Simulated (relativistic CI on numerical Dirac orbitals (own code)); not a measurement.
**Forbidden transitions in Cu X**

These numbers are calculated, not measured: Dirac-Coulomb-Breit CI, KLI orbitals optimised for each configuration, model QED, valence Slater integrals scaled by 0.9, P86 correlation estimate, and configurations built on the next ion tied to the tabulated ionisation energy (semi-empirical) (own radial code, finite nucleus).

Configurations in the expansion (outside the closed core [Ne]): 3s2 3p6 3d2, 3s2 3p6 3d 4s, 3s2 3p6 3d 4p, 3s2 3p6 3d 4d, 3s2 3p6 3d 5s, 3s2 3p6 3d 4f, 3s2 3p5 3d3, 3s2 3p4 3d4, 3s 3p6 3d3, 3p6 3d4, 3s2 3p6 4s2, 3s2 3p6 4s 4p, 3s 3p5 3d4, 3s2 3p6 4p2, 3s2 3p6 4s 4d, 3s2 3p5 3d2 4s, 3s2 3p6 3d 5p, 3s2 3p6 4p 4d, 3s2 3p6 3d 5d, 3s2 3p4 3d3 4s, 3s2 3p5 3d2 4p, 3s2 3p6 3d 5f, 3s2 3p6 3d 5g, 3s2 3p5 3d 4s2. Levels of other configurations are missing.

```
λ vac (Å)                 Lower                    Upper  Type   A (s⁻¹)  log gf
   148.72  3s2 3p6 3d2 3F_3 [2]  3s2 3p6 3d 4s 3D_3 [95]    E2  3.82e+05   -5.05
   148.82  3s2 3p6 3d2 3F_2 [1]  3s2 3p6 3d 4s 3D_2 [93]    E2  5.17e+05   -5.07
   149.05  3s2 3p6 3d2 3F_2 [1]  3s2 3p6 3d 4s 3D_1 [91]    E2  1.16e+06   -4.93
   149.35  3s2 3p6 3d2 3F_4 [3]  3s2 3p6 3d 4s 3D_3 [95]    E2  1.35e+06   -4.50
   149.36  3s2 3p6 3d2 3F_3 [2]  3s2 3p6 3d 4s 3D_2 [93]    E2  8.23e+05   -4.86
   149.59  3s2 3p6 3d2 3F_3 [2]  3s2 3p6 3d 4s 3D_1 [91]    E2  5.87e+05   -5.23
   150.00  3s2 3p6 3d2 3F_4 [3]  3s2 3p6 3d 4s 3D_2 [93]    E2  3.69e+05   -5.21
   152.24  3s2 3p6 3d2 1D_2 [4]  3s2 3p6 3d 4s 1D_2 [98]    E2  8.76e+05   -4.82
   153.35  3s2 3p6 3d2 1D_2 [4]  3s2 3p6 3d 4s 3D_3 [95]    E2  6.94e+04   -5.77
   153.69  3s2 3p6 3d2 3P_2 [7]  3s2 3p6 3d 4s 1D_2 [98]    E2  2.99e+05   -5.28
   154.04  3s2 3p6 3d2 1D_2 [4]  3s2 3p6 3d 4s 3D_2 [93]    E2  1.77e+05   -5.50
   154.30  3s2 3p6 3d2 3P_1 [6]  3s2 3p6 3d 4s 3D_3 [95]    E2  2.13e+05   -5.27
   154.76  3s2 3p6 3d2 3P_0 [5]  3s2 3p6 3d 4s 3D_2 [93]    E2  2.03e+05   -5.44
   154.83  3s2 3p6 3d2 3P_2 [7]  3s2 3p6 3d 4s 3D_3 [95]    E2  3.58e+05   -5.05
   155.25  3s2 3p6 3d2 3P_1 [6]  3s2 3p6 3d 4s 3D_1 [91]    E2  4.75e+05   -5.29
   155.53  3s2 3p6 3d2 3P_2 [7]  3s2 3p6 3d 4s 3D_2 [93]    E2  2.09e+05   -5.42
   155.78  3s2 3p6 3d2 3P_2 [7]  3s2 3p6 3d 4s 3D_1 [91]    E2  1.13e+05   -5.91
   156.08  3s2 3p6 3d2 1G_4 [8]  3s2 3p6 3d 4s 1D_2 [98]    E2  1.74e+06   -4.50
   157.98  3s2 3p6 3d2 1G_4 [8]  3s2 3p6 3d 4s 3D_2 [93]    E2  1.07e+05   -5.70
   167.55  3s2 3p6 3d2 1S_0 [9]  3s2 3p6 3d 4s 1D_2 [98]    E2  1.33e+05   -5.55
   1665.4  3s2 3p6 3d2 1D_2 [4]     3s2 3p6 3d2 1S_0 [9]    E2  2.05e+01   -8.07
   1785.0  3s2 3p6 3d2 3P_1 [6]     3s2 3p6 3d2 1S_0 [9]    M1  3.83e+01   -7.74
   1857.8  3s2 3p6 3d2 3P_2 [7]     3s2 3p6 3d2 1S_0 [9]    E2  2.39e+00   -8.91
   2737.9  3s2 3p6 3d2 3F_3 [2]     3s2 3p6 3d2 1G_4 [8]    M1  1.98e+00   -7.70
   2968.4  3s2 3p6 3d2 3F_4 [3]     3s2 3p6 3d2 1G_4 [8]    M1  2.62e+00   -7.51
   3450.0  3s2 3p6 3d2 3F_2 [1]     3s2 3p6 3d2 3P_2 [7]    M1  1.65e-01   -8.83
   3732.9  3s2 3p6 3d2 3F_2 [1]     3s2 3p6 3d2 3P_1 [6]    M1  2.41e-02   -9.82
   3732.9  3s2 3p6 3d2 3F_2 [1]     3s2 3p6 3d2 3P_1 [6]    E2  5.15e-02   -9.49
   3767.0  3s2 3p6 3d2 3F_3 [2]     3s2 3p6 3d2 3P_2 [7]    M1  6.07e-01   -8.19
   3873.8  3s2 3p6 3d2 3F_2 [1]     3s2 3p6 3d2 3P_0 [5]    E2  1.35e-01   -9.52
   4106.9  3s2 3p6 3d2 3F_3 [2]     3s2 3p6 3d2 3P_1 [6]    E2  6.57e-02   -9.30
   4217.6  3s2 3p6 3d2 3F_4 [3]     3s2 3p6 3d2 3P_2 [7]    E2  5.57e-02   -9.13
   4392.5  3s2 3p6 3d2 3F_2 [1]     3s2 3p6 3d2 1D_2 [4]    M1  2.07e+00   -7.52
   4919.7  3s2 3p6 3d2 3F_3 [2]     3s2 3p6 3d2 1D_2 [4]    M1  2.74e+00   -7.30
  16077.7  3s2 3p6 3d2 1D_2 [4]     3s2 3p6 3d2 3P_2 [7]    M1  1.18e+00   -6.64
  24855.8  3s2 3p6 3d2 1D_2 [4]     3s2 3p6 3d2 3P_1 [6]    M1  2.05e-01   -7.24
  35259.8  3s2 3p6 3d2 3F_3 [2]     3s2 3p6 3d2 3F_4 [3]    M1  4.60e-01   -6.11
  40990.3  3s2 3p6 3d2 3F_2 [1]     3s2 3p6 3d2 3F_3 [2]    M1  3.69e-01   -6.19
  45525.4  3s2 3p6 3d2 3P_1 [6]     3s2 3p6 3d2 3P_2 [7]    M1  1.23e-01   -6.72
   102589  3s2 3p6 3d2 3P_0 [5]     3s2 3p6 3d2 3P_1 [6]    M1  1.66e-02   -7.11
```

Terms are leading LS components. Brackets give the number of a level in order of energy, since labels repeat. The list gives strong lines, with weight on those to low levels, without configurations that were not tied to measured data, among the lowest 300 of 2029 levels, so that lines to higher ones, which can be the strongest, are missing. Levels whose partners in the same complex of configurations lie outside the list can be far off, and so can their lines. Rates are taken at the computed energies, electric ones in the length gauge.

Configurations that consist of the next ion and one excited electron were tied to the tabulated ionisation energy; Rydberg ones are usually within 1,000 to 3,000 cm⁻¹ and the lowest ones within about 6,000 (9,000 in d shells), while levels on excited terms of the next ion carry the error of that term, and the other configurations can be misplaced by 10,000 cm⁻¹ or more. Rates follow the energies as ν³ (E1, M1) or ν⁵ (E2), so rates, branching and lifetimes can be off by large factors.

LS names give the leading component of a level, which can be under half, so a name can repeat, a term be missing and a line seem to break the LS rules.
